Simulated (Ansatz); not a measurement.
Several settings on one geometry of the cluster SnSe₂⁻ (that of the charge -1 doublet, r2SCAN-D4/def2-TZVPD). Ansatz on 2 threads of Arm Neoverse V2 on a shared host; times are rough.

Cartesian coordinates in Å:
```
Sn -0.040 0.005 -0.688
Se 2.175 -0.446 0.215
Se -2.135 0.441 0.473
```

Totals from different functionals, basis sets or treatments of relativity can't be compared as stabilities.

In the def2 sets Sn takes a core potential; there is no spin–orbit coupling. HSE06 is defined as in plane-wave codes, on full-range PBE exchange.

(1) Give the basis size and estimate the energy, ⟨S²⟩ and time of these runs.

| run | method | charge | state | further keys |
| --- | --- | --- | --- | --- |
| 1 | UKS SVWN5/def2-TZVP | -1 | doublet | fitting: {mean_field: def2-universal-jkfit}; forces asked |
| 2 | UKS BHLYP-D3(BJ)-ATM/def2-SVPD | -1 | doublet | point_charges: [{charge: 1.00, position_ang: [7.068, -0.589, -0.046]}]; scf: {lower_state_search: full}; forces asked |
| 3 | UKS HSE06-D4/def2-TZVPD | -1 | doublet | scf: {omitted_lower_state_checks: [starts]} |

Answers

(1) 
```
run  functions  energy (Eh)  ⟨S²⟩  wall time
  1        146   -5010.4388  0.75       13 s
  2        114   -5016.9719  0.77       29 s
  3        170   -5017.0149  0.76       11 s
```

The highest occupied level of an anion often lies above zero with these methods, and sets without diffuse functions describe the outer electron poorly.
